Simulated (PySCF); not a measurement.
# Working out the ionisation energy of As²⁺

As²⁺ [Ar] 3d10 4s2 4p1 (2P) → As³⁺ [Ar] 3d10 4s2 (1S). Computed with PySCF 2.14 in aug-cc-pwCVTZ-PP with ECP10MDF, with a scalar-relativistic core potential. Frozen: nothing. Energies in hartree (1 hartree = 27.21139 eV):

```json
{"part": "UHF", "As²⁺ (lower)": "-330.203862", "As³⁺ (upper)": "-329.193618"}
{"part": "MP2 opposite-spin", "As²⁺ (lower)": "-0.560459", "As³⁺ (upper)": "-0.549740"}
{"part": "MP2 same-spin", "As²⁺ (lower)": "-0.261053", "As³⁺ (upper)": "-0.254082"}
```

Problem. What does Hartree-Fock give?

Solution. (-329.193618) − (-330.203862) = 1.010244 hartree = 27.490 eV.

Problem. What do MP2 and SCS-MP2 (6/5 opposite-spin, 1/3 same-spin) give?

Solution. The opposite-spin parts differ by 0.292 eV and the same-spin parts by 0.190 eV. MP2: 27.490 + (0.292) + (0.190) = 27.972 eV. SCS-MP2: 27.490 + 1.2 × (0.292) + (0.190)/3 = 27.904 eV.

Reference: 28.349 ± 0.012 eV (measured; NIST Atomic Spectra Database, ionization energies), between the lowest levels; spin-orbit coupling is absent from the calculation.

What remains against the reference includes basis incompleteness and correlation beyond second order.
